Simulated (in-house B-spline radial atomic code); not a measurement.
## Binding energies in the sulfur ion S²⁺

NIST's tabulated ground configuration is [Ne] 3s2 3p2; each binding energy is the energy of the ion with one electron taken from that subshell, relaxed, less that of the parent. Level of theory: Dirac-Kohn-Sham LDA VWN5, spherical fractional occupations, Fermi nucleus of rms radius 3.2611 fm; calculated with a radial B-spline atomic code at the basis-set limit. Energies include first-order Breit, QED and recoil terms.

```csv
subshell,X-ray name,binding energy (eV),-ε (eV),relaxation (eV)
1s,K,2513.6,2423.4,-92.1
2s,L1,254.9,236.5,-18.5
2p1/2,L2,203.2,183.1,-20.2
2p3/2,L3,201.9,181.8,-20.1
3s,M1,46.04,39.40,-6.65
3p,"M2,3",34.15,28.07,-6.08
```

Relaxation = -ε minus the binding energy without Breit, QED and recoil terms. With a density functional, K lines can miss by some tenths of a per cent, more in light atoms. For a density functional the relaxation so defined is negative, because -ε of a Kohn-Sham level is smaller than the binding energy.

Emission lines follow as differences of binding energies, with λ = 12398.42 eV·Å / E:

```tsv
line	holes	energy (eV)	wavelength (Å)
K-L3	1s → 2p3/2	2311.7	5.3633
K-L2	1s → 2p1/2	2310.4	5.3664
L3-M1	2p3/2 → 3s	155.9	79.548
```

**Question.** What screening constant σ does Moseley's law, E = (3/4)·13.6057 eV·(Z - σ)², need for K-L3?

**Answer.** σ = 0.95.

**Question.** What does it cost to remove both a 1s and a 3s electron?

**Answer.** 2578.8 eV, which is 19.15 eV more than the two single binding energies together.

**Question.** What does it cost to remove both a 2p1/2 and a 3s electron?

**Answer.** 267.43 eV, which is 18.17 eV more than the two single binding energies together.

**Question.** What does it cost to remove both a 2s and a 2p1/2 electron?

**Answer.** 498.37 eV, which is 40.26 eV more than the two single binding energies together.
